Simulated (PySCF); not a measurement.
## Ionisation energy of Se²⁺ by level of theory

Se²⁺ [Ar] 3d10 4s2 4p2 (3P) → Se³⁺ [Ar] 3d10 4s2 4p1 (2P), as a difference of total energies. Calculation: PySCF 2.14, in aug-cc-pVDZ-PP with ECP10MDF; scalar relativity through the core potential. Correlated levels: valence: 3s2 3p6 3d10 frozen. The calculations carry no spin-orbit coupling.

Order these methods by the ionisation energy they give, lowest first.
A. MP2 (valence)
B. PBE0
C. SCS-MP2 (valence)
D. UHF

D (30.974 eV), C (31.173 eV), A (31.236 eV), B (31.554 eV).

The reference lies between the lowest fine-structure levels, while these numbers refer to the centres of the terms.

Errors of the correlated levels include the incompleteness of this basis and the frozen core.

For comparison: 31.697 ± 0.019 eV (measured; NIST Atomic Spectra Database, ionization energies).
